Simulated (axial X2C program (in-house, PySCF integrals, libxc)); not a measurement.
# Potential curves of TiSe, two-component

Calculated with an axial X2C code built on PySCF integrals. Two-component (2c) means X2C with spin–orbit coupling and atomic mean-field two-electron Coulomb and Gaunt terms. Basis: Se dyall-cv3z [8s9p6d4f1g], Ti dyall-cv3z [10s10p6d4f2g] (cores contracted in-house); Gaussian nuclei, density fitting, unrestricted open shells. Masses: Se 79.917 u, Ti 47.948 u.

State: Ω = 1 (⟨Sz⟩ = -1.00, ⟨Lz⟩ = 2.00 at PBE0). Energies in eV from the lowest point of each curve. Fits are polynomials in 1 − R0/R over 0.85 to 1.23 times the lowest point R0.

```tsv
R (Å)	PBE0
1.9218	1.1897
2.0102	0.4889
2.0765	0.1901
2.1427	0.0386
2.2090	0.0000
2.2863	0.0619
2.3636	0.2061
2.4630	0.4709
2.5845	0.8618
2.7612	1.4706
```

The state is one determinant whose occupation by symmetry is held fixed; it was picked as the lowest of a PBE0 search that is not exhaustive. Density functionals use the spin component along the axis (collinear). The functionals have no current-density term, which raises determinants with orbital currents, atoms included. With several unpaired electrons one determinant need not be a pure state. The determinant is spin-polarised beyond a pure state at some levels (its spin-free form has ⟨S²⟩ too high), which makes Re and μ there less reliable.

**Question.** What are Re and ωe at the PBE0 level?

**Answer.** At PBE0, 2c: Re = 2.203 Å, ωe ≈ 426 cm⁻¹; Be follows as 0.116 cm⁻¹.
